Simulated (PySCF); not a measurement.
## Working out the ionisation energy of O²⁺

O²⁺ [He] 2s2 2p2 (3P) → O³⁺ [He] 2s2 2p1 (2P). Computed with PySCF 2.14 in dyall-av3z (15s9p3d2f, 71 functions), with scalar relativity by spin-free X2C-1e. Frozen: 1s2; the 14 highest virtual orbitals dropped. Energies in hartree (1 hartree = 27.21139 eV):

| part | O²⁺ (lower) | O³⁺ (upper) |
| --- | --- | --- |
| UHF | -73.159314 | -71.152552 |
| MP2 opposite-spin | -0.065481 | -0.060831 |
| MP2 same-spin | -0.013794 | -0.004143 |

Q: What does Hartree-Fock give?

A: (-71.152552) − (-73.159314) = 2.006762 hartree = 54.607 eV.

Q: What do MP2 and SCS-MP2 (6/5 opposite-spin, 1/3 same-spin) give?

A: The opposite-spin parts differ by 0.127 eV and the same-spin parts by 0.263 eV. MP2: 54.607 + (0.127) + (0.263) = 54.997 eV. SCS-MP2: 54.607 + 1.2 × (0.127) + (0.263)/3 = 54.847 eV.

A first-order spin-orbit estimate adds -0.005 eV to MP2 (valence), giving 54.992 eV against 54.936 eV (semi-empirical (NIST evaluation); NIST Atomic Spectra Database, ionization energies).

What remains against the reference includes basis incompleteness, the frozen core and correlation beyond second order.
